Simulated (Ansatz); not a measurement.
Computed with Ansatz.

Basis-set series for Cl$_{3}$FSW (`[F][W](=[S])([Cl])([Cl])[Cl]`). Charge 0, multiplicity 1. W takes the def2 core potential. Geometry: relaxed with PBE0-D4/def2-TZVP.

| functional | basis | functions | energy (Eh) | HOMO (eV) | LUMO (eV) |
| --- | --- | --- | --- | --- | --- |
| PBE0-D4 | def2-SVP | 118 | -1944.63797 | -9.01 | -4.50 |
| PBE0-D4 | def2-TZVPP | 255 | -1945.39775 | -8.93 | -4.39 |
| ωB97M-V | def2-SVP | 118 | -1945.11938 | -11.02 | -2.39 |
| ωB97M-V | def2-TZVPP | 255 | -1945.87475 | -10.98 | -2.31 |

(1) Give the rows for def2-QZVPP. (Best estimate.)

## Answers

(1) The calculation gave: 
| functional | basis | functions | energy (Eh) | HOMO (eV) | LUMO (eV) |
| --- | --- | --- | --- | --- | --- |
| PBE0-D4 | def2-QZVPP | 418 | -1945.45652 | -8.93 | -4.40 |
| ωB97M-V | def2-QZVPP | 418 | -1945.93057 | -11.00 | -2.35 |
